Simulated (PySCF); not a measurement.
## Two-component Hartree-Fock for Pr⁴²⁺ (praseodymium, charge +42)

Start: [Ne] 3s2 3p5; 3p1/2 filled at m_j = -1/2, +1/2; 3p3/2 filled at m_j = -1/2, +1/2, +3/2. Calculated with PySCF 2.14 in an uncontracted even-tempered set (18 s from 9.4 bohr⁻², ratio 2.4; 14 p from 12 bohr⁻², ratio 2.4; 4 d from 46 bohr⁻², ratio 2.6; 4 f from 69 bohr⁻², ratio 2.6): generalised Hartree-Fock with the X2C-1e Hamiltonian and a Gaussian nucleus; one run each with spin-orbit coupling (SO) switched off, then screened by Boettger's factors.

| spinor shell | electrons | ε, spin-free (eV) | ε, screened SO (eV) | weight of nominal j (screened SO) | rms radius, screened SO (bohr) |
| --- | --- | --- | --- | --- | --- |
| 1s1/2 | 2 | -44753.4 | -44746.0 | 1.000 | 0.0275 |
| 2s1/2 | 2 | -9362.9 | -9360.1 | 1.000 | 0.110 |
| 2p1/2 | 2 | -8645.8 | -8991.4 | 1.000 | 0.0943 |
| 3s1/2 | 2 | -3590.0 | -3589.0 | 1.000 | 0.267 |
| 3p1/2 | 2 | -3361.7 | -3445.1 | 0.999 | 0.255 |
| 3p3/2 | 3 | -3361.7 | -3324.2 | 0.999 | 0.265 |

Task: Where does 2p3/2 lie, and what is the 2p spin-orbit splitting (screened SO)?

Result: At -8492.6 eV, 498.81 eV above 2p1/2.

```json
{"quantity": "E (hartree)", "spin-free": "-7688.59498", "screened SO": "-7694.19810"}
{"quantity": "M_J", "spin-free": "3/2", "screened SO": "3/2"}
{"quantity": "⟨J²⟩", "spin-free": "3.751", "screened SO": "3.750"}
{"quantity": "⟨L²⟩", "spin-free": "2.000", "screened SO": "2.017"}
{"quantity": "⟨S²⟩", "spin-free": "0.750", "screened SO": "0.767"}
```

Each row is a mean over spinors that exchange with the open shell spreads, by up to 21.356 eV (3s1/2).

Breit and QED terms are absent; they matter most for the inner s and p1/2 levels.

Densities and radii are taken from the X2C orbitals without a picture-change correction, which distorts them close to the nucleus.

Without spin-orbit coupling the j labels of p, d and f shells carry no meaning; the spin-free column gives the mean over the occupied spinors of each nl shell.
